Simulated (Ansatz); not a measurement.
Frontier orbitals of `CC1=CC(C)=[O+][Zn-]([CH3])[O]1`.

```xyz
19

C    -0.230    2.456   -1.623
C    -0.135    1.201   -0.808
C     1.011    0.971   -0.041
C     1.230   -0.153    0.762
C     2.511   -0.264    1.530
O     0.423   -1.119    0.909
Zn   -1.329   -1.279    0.052
C    -2.731   -2.627    0.110
O    -1.137    0.428   -0.885
H     0.653    3.086   -1.527
H    -0.375    2.188   -2.672
H    -1.114    3.017   -1.311
H     1.790    1.721   -0.071
H     3.171    0.588    1.373
H     3.025   -1.182    1.235
H     2.281   -0.356    2.595
H    -3.487   -2.360    0.853
H    -2.326   -3.604    0.378
H    -3.230   -2.713   -0.858
```

Charge 0, multiplicity 1. For Zn the d shell is correlated and the shells below it are frozen. Scalar relativity is left out up to krypton. The geometry is a stationary point of PBE0-D4/def2-TZVP. Basis def2-TZVPP, the Gaussian-basis code of Ansatz.

Orbital energies of one run (eV). Highest occupied ones, from the top: -6.07, -6.21, -6.47, -7.66, -8.85, -9.01, -9.06, -9.46, -9.70, -10.15, -10.32, -10.67, -10.89, -10.96. Empty: -2.09, 0.06, 0.10, 1.37, 1.52, 1.64.

Which functional gave them?
A. LC-ωPBE
B. ωB97X-V
C. r2SCAN
D. B3LYP

C. HOMO energies: r2SCAN -6.07, ωB97X-V -9.12, LC-ωPBE -9.44, B3LYP -6.73 eV.

B3LYP here is the variant with VWN-RPA as its local correlation; programs differ in this. LC-ωPBE has ω = 0.4 bohr⁻¹.
